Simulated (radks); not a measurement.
Results of a calculation; reference values are marked as such.
Question: The arsenic ion As+ is in [Ar] 3d10 4s2 4p(1/2: 2, 3/2: 0). Level of theory: Dirac Kohn-Sham, BLYP, spin-unpolarised, spherical densities, finite nucleus; Fermi nuclear charge, rms radius of each element as measured or else 0.836 A^(1/3) + 0.57 fm (a radial shooting solver on a logarithmic mesh with Libxc functionals). Sub-shells are occupied by j as written (lower j first in brackets). One electron is removed from 3d3/2, 4p1/2, 4s1/2, 3d5/2 in turn, with full relaxation. Which removal costs least, and what does each cost?

Answer: 4p1/2 18.040 eV; 4s1/2 28.618 eV; 3d5/2 61.118 eV; 3d3/2 61.895 eV. The 4p1/2 electron leaves first.
